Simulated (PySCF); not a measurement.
Electron correlation in Cl (chlorine, neutral)

[Ne] 3s2 3p5, 2P determinant. Calculation: PySCF 2.14, in 6-31G* (4s3p1d, 18 functions); the non-relativistic Hamiltonian (point nucleus). Frozen: [Ne]; 7 electrons correlated.

MP2 pair energies summed by pair of shells (mhartree):

| pair | energy | share (%) |
| --- | --- | --- |
| 3p-3p | -65.69 | 63.9 |
| 3s-3p | -30.11 | 29.3 |
| 3s-3s | -6.95 | 6.8 |

Total MP2 correlation energy: -102.75 mhartree.

Same-spin part -25.15 and opposite-spin part -77.60 mhartree; SCS-MP2 scales them by 1/3 and 6/5 to -101.50 mhartree.

```
  level  correlation energy (mhartree)
   CCSD                        -119.43
    (T)                          -1.53
CCSD(T)                        -120.96
```

Diagnostics: T1 = 0.0047, D1 = 0.0148, largest double amplitude 0.047.

Cost of the coupled-cluster step: 0.08 s of wall time on 1 thread of Intel(R) Xeon(R) Platinum 8375C CPU @ 2.90GHz (shared host), for 7 correlated electrons.
